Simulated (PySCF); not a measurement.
## A series of derivatives of Cn1cccn1

Parent skeleton `[CH3:1][n:2]1[cH:3][cH:4][cH:5][n:6]1`; one hydrogen on atom 4 is replaced by X. Hydrogens on one atom are averaged.

- PBE0/pcSseg-1 with gauge-including orbitals
- GFN2-xTB structure
- program: PySCF 2.14.0 with density-fitted response routines
- one averaged value for each set of equivalent atoms, no solvent, a single conformation, non-relativistic Hamiltonian

Chemical shifts δ = σref − σ; ¹³C (186.93 ppm) and ¹H (31.72 ppm) vs TMS; ¹⁵N (267.73 ppm) vs NH3, all at this level.

Parent (X = H): C1 39.5, N2 225.4, C3 131.7, C4 112.8, C5 141.0, N6 352.0, H(C1) 4.06, H(C3) 7.39, H(C5) 7.46 ppm. Effects are Δδ = δ(X) − δ(H), positive for deshielding.

Question: Give Δδ (ppm) for X = F, COOCH3, C2H5, SO2CH3.

Answer: 
```csv
X,SMILES,C1,N2,C3,C4,C5,N6,H(C1),H(C3),H(C5)
F,Cn1cc(F)cn1,+1.4,-11.5,-13.1,+49.1,-12.5,-7.3,-0.08,-0.13,-0.16
COOCH3,COC(=O)c1cnn(C)c1,+0.4,+4.0,+7.3,+10.1,+3.7,-1.9,-0.03,+0.56,+0.43
C2H5,CCc1cnn(C)c1,+0.1,-1.9,-1.9,+20.0,-0.5,+2.5,-0.05,-0.20,-0.17
SO2CH3,Cn1cc(S(C)(=O)=O)cn1,+0.4,+2.7,+4.3,+23.4,-1.0,+3.4,+0.04,+0.27,+0.11
```

Question: Which position responds most, and to which substituents?

Answer: C4: from +10.1 ppm with COOCH3 to +49.1 ppm with F.

Experimental scales use liquid or dissolved standards, which lie at an offset from isolated NH3 (liquid NH3: subtract about 20 ppm). Unscaled 15N shifts of sp2 nitrogen often come out too high even then, by a few to some tens of ppm.
